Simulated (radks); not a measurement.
All-electron atom: the scandium ion Sc4+ in [Ne] 3s2 3p5.

Calculated with a radial shooting solver on a logarithmic mesh with Libxc functionals: non-relativistic Kohn-Sham, r2SCAN, spin-polarised, spherical densities, point nucleus; open shells are filled with parallel spins first; meta-GGA in the generalised Kohn-Sham scheme.

Energy parts (Ry):
total: -1512.45942
kinetic: 1511.22205
electron-nucleus: -3512.83123
Hartree: 563.82811
exchange-correlation: -74.67835

Orbitals (lengths in bohr, moments of r in powers of bohr; <r^-3> diverges for s and p1/2; r(max) is where P^2 peaks; r(90%) holds 90 % of the orbital's charge):
| orbital | occ. | eigenvalue (Ry) | r(max) | <r^-3> | r(90%) |
|---|---|---|---|---|---|
| 1s up | 1 | -326.8278 | 0.04837 | - | 0.131 |
| 1s down | 1 | -326.7890 | 0.04837 | - | 0.131 |
| 2s up | 1 | -39.16118 | 0.2853 | - | 0.535 |
| 2s down | 1 | -39.14584 | 0.2854 | - | 0.535 |
| 2p up | 3 | -32.99241 | 0.2331 | 219.3 | 0.506 |
| 2p down | 3 | -32.95441 | 0.2333 | 219.0 | 0.506 |
| 3s up | 1 | -7.91415 | 0.9145 | - | 1.54 |
| 3s down | 1 | -7.75933 | 0.9164 | - | 1.54 |
| 3p up | 3 | -6.24494 | 0.9412 | 27.43 | 1.64 |
| 3p down | 2 | -6.09512 | 0.9438 | 27.19 | 1.66 |
| 3d up | 0 | -3.67930 | 0.9475 | 2.512 | 1.91 |
| 3d down | 0 | -3.54947 | 0.9500 | 2.497 | 1.94 |
| 4s up | 0 | -2.43642 | 2.345 | - | 3.67 |
| 4s down | 0 | -2.40068 | 2.401 | - | 3.72 |

The highest occupied level is 3p down at -82.928 eV. Virial ratio -V/T = 2.00082. The density falls to 0.001 e/bohr^3 at r = 2.58 bohr. The electron density at the nucleus is 6187 e/bohr^3.
